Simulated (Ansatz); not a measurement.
CH₃NSSi⁺, that is Si(NCS)H3 with one electron fewer, relaxed as a doublet with UKS PBE-D4/def2-SVP in Ansatz, starting from the PBE-D4/def2-SVP geometry of the neutral singlet. Force threshold 0.02 eV/Å.

Start:

```xyz
7

Si   -0.749    0.131    0.804
N     0.427   -0.081   -0.452
C     1.243   -0.220   -1.332
S     2.313   -0.402   -2.486
H    -0.381    1.340    1.613
H    -0.754   -1.091    1.676
H    -2.099    0.322    0.177
```

Problem. Estimate the energy that the relaxation releases and the steps that it takes.

Solution. 2.9 kcal/mol, in 6 steps; 30 s on 4 threads of Intel Xeon on a shared host. No frequencies were taken in this run, so the end may be a saddle point.

Problem. Does the start keep its bonding and symmetry?

Solution. By distances, no bond broke or formed. The bond that changes most is Si1–N2, from 1.73 to 1.81 Å (atoms count from 1). Point group C3v at the start, Cs at the end, both within 0.05 Å.

Problem. Predict the relaxed structure.

Solution. 
```xyz
7

Si   -0.8304    0.1151    0.8620
N     0.4104   -0.0823   -0.4420
C     1.2257   -0.2086   -1.3069
S     2.3226   -0.3820   -2.4725
H    -0.2985    1.3460    1.5445
H    -0.7171   -1.1259    1.6829
H    -2.1127    0.3376    0.1319
```
Bond lengths: 1 × N–Si 1.81 Å; 1 × C–N 1.20 Å; 1 × C–S 1.61 Å; 3 × H–Si 1.49 to 1.50 Å.
